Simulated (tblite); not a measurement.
Task: What does the GFN2-xTB structure of InChI=1S/C3H7F3OSi3/c1-2(4)10(3(5)6)8-7-9-10/h3H,1,8-9H2 look like in three dimensions?

Result: 
```
atom  x, y, z in Å
C1     2.6229   -1.0557    0.2197
C2     1.3180   -1.0948    0.4362
F3     0.8066   -2.1580    1.1253
Si4   -0.0579    0.1189   -0.0613
C5     0.9002    1.5325   -1.0174
F6     1.5720    1.0155   -2.0850
F7     1.8489    2.0945   -0.2158
Si8   -1.7169    0.6408    1.5413
O9    -2.7297   -0.1622    0.4977
Si10  -2.0798   -0.7709   -0.9044
H11    3.2830   -1.8319    0.5695
H12    3.0619   -0.2376   -0.3169
H13    0.2798    2.3535   -1.3998
H14   -2.2541    1.9930    1.6760
H15   -1.7589   -0.0867    2.8032
H16   -2.3040   -2.2104   -0.8766
H17   -2.7993   -0.1285   -2.0017
```

Orientation and origin are arbitrary. Atoms count from 1 in this order. All 3 C–F bonds measure 1.363 to 1.366 Å. The 4-membered ring Si4–Si8–O9–Si10 has internal angles of 74.0° to 118.0° (sum 360°, against 360° for a flat polygon); it is planar, 0.01 Å rms from its mean plane, widest ring torsion 1°. Of the pairs four or more bonds apart, F6···H12 is among the closest relative to their van der Waals radii: 2.63 Å, 98 % of the sum of Bondi's values. The 2 C–Si bonds span 1.901 Å (C2–Si4, drawn single) to 1.957 Å (Si4–C5, drawn single), a spread of 0.056 Å.

Bonds between heavy atoms (Å): C1=C2 1.323, C2–F3 1.366, C2–Si4 1.901, Si4–C5 1.957, C5–F6 1.363, C5–F7 1.363, Si4–Si8 2.365, Si8–O9 1.661, O9–Si10 1.661, Si4–Si10 2.364.

The geometry is computed with GFN2-xTB (gas phase).

Point group: Cs (tolerance 0.08 Å). Its GFN2-xTB frequencies are all real (lowest 32 cm⁻¹). The numbers are those of one conformer (C1–C2–Si4–C5 0°, C2–Si4–C5–F6 58°). 3 starts were optimised and ended at 0.00, 0.33 and 0.40 kcal/mol (GFN2-xTB); the lowest of these is shown.
